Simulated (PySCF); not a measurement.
CHO2, SMILES [O][C]O (connectivity only; charge and spin as stated), neutral, multiplicity 2. Atoms are numbered in the order given.

```xyz
4

C     -0.3871     0.1328     0.0000
O      0.1367     1.1860     0.0000
O      0.2120    -1.0663     0.0000
H     -0.4672    -1.7546     0.0000
```
Charge 0, spin multiplicity 2.

Geometry: B3LYP-D3(BJ)/def2-TZVP. Other conformers were not sampled.

Two levels are set side by side: PBE/pcH-1 (PySCF) and B3LYP/pcH-1 (PySCF). Contact hyperfine couplings, same geometry. Differences are taken from unrounded values.

| quantity | PBE |
|---|---|
| A(iso) of 13C, atom C1 (MHz) | 529.7 |
| A(iso) of 17O, atom O2 (MHz) | -38.7 |
| A(iso) of 17O, atom O3 (MHz) | -53.7 |
| A(iso) of 1H, atom H4 (MHz) | -2.9 |

Question: These are the PBE values. What does B3LYP give? (The exact figures need the calculation; the answer reports its results.)

Answer: 
| quantity | B3LYP | PBE minus B3LYP |
|---|---|---|
| A(iso) of 13C, atom C1 (MHz) | 554.2 | -24.5 |
| A(iso) of 17O, atom O2 (MHz) | -47.9 | 9.2 |
| A(iso) of 17O, atom O3 (MHz) | -49.5 | -4.2 |
| A(iso) of 1H, atom H4 (MHz) | -5.3 | 2.4 |

Rough cost on one machine, each run with all the roots and properties that it gave: B3LYP against PBE within a factor of 2.
